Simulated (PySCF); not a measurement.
Polarisability and C₆ of Re⁺ (rhenium, charge +1)

[Xe] 4f14 5d5 6s1, high-spin 7S determinant. Computed with PySCF 2.14 in x2c-TZVPPall with one added diffuse shell each of s, p, d, f type (12s8p8d4f1g, 113 functions), with scalar relativity by spin-free X2C-1e. Coupled (time-dependent) response in atomic units; α is the mean over directions.

```csv
method,mean α (bohr³),C₆ (like pair),S(−4)
UHF,37.74,323.4,642.2
```

S(−4) is the Cauchy moment in α(ω) = α(0) + S(−4) ω² + …

α(iu) at UHF:

```tsv
u (hartree)	α(iu) (bohr³)
0	37.74
0.0500	36.22
0.100	32.47
0.200	23.90
0.300	17.66
0.500	11.05
0.750	7.340
1.00	5.388
1.50	3.351
2.00	2.307
3.00	1.286
5.00	0.5631
```

A single London oscillator, α(iu) = α/(1 + u²/ω²), gives C₆ = (3/4) ω α². Matching the computed C₆ needs ω = 4 × 323.4 / (3 × 37.74²) = 0.303 hartree.

For an ion, C₆ is the dispersion term alone; charge-induced terms of lower order in 1/R come first.

Spin-orbit coupling, which splits the p, d and f shells strongly at this Z, is absent.
